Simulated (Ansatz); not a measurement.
`[F][Ga]([F])[Cl]` → F• + `[F][Ga][Cl]`•  (homolysis of the F–Ga bond)

Calculated with Ansatz (gas phase, PBE0-D4/def2-TZVP geometries, no zero-point term in ΔE). CBS: MP2 limit from def2 TZ/QZ plus the TZ coupled-cluster correction, frozen cores. This one scheme is used for every species, atoms too. Functionals use def2-TZVPP. B3LYP here is the variant with VWN-RPA as its local correlation; programs differ in this. HSE06 is defined as in plane-wave codes. No spin–orbit coupling; open shells (•) take unrestricted orbitals. Spin–orbit coupling would lower the free atoms: a little for F. For Ga outer-core shells are correlated without core-valence functions, so the limit isn't a true one: a few kJ/mol of doubt a bond, and 10 to 20 or more in all where bonds break to atoms. Scalar relativity is left out up to krypton.

**Question.** What is ΔE at CCSD(T)/CBS? (Best estimate.)

**Answer.** Computed: +127.6 kcal/mol.

**Question.** What do these levels give: r2SCAN-D4, B3LYP-D4, HSE06-D4, BHLYP-D4, PBE0, CCSD/def2-TZVPP? (Best estimate.)

**Answer.** Ansatz gave: r2SCAN-D4 121.6, B3LYP-D4 119.0, HSE06-D4 119.6, BHLYP-D4 114.3, PBE0 119.0, CCSD/def2-TZVPP 121.7 kcal/mol.

Largest T1 diagnostic among the species: 0.016.

In def2-TZVPP, CCSD(T) changes the Hartree–Fock value by +37.3 kcal/mol (the triples alone add +2.3 kcal/mol) and MP2 by +44.9 kcal/mol; breaking electron pairs costs correlation energy, which Hartree–Fock lacks. The D4 term adds +0.9 kcal/mol with B3LYP and +0.5 kcal/mol with PBE0; it sums over pairs of atoms, weighted by their polarisabilities, and B3LYP, whose exchange is more repulsive, gets the larger term. From r2SCAN to r2SCAN0 (25 % exact exchange), in def2-TZVPP and without D4, ΔE moves by −4.2 kcal/mol: exact exchange takes away binding that semilocal exchange gives to molecules.
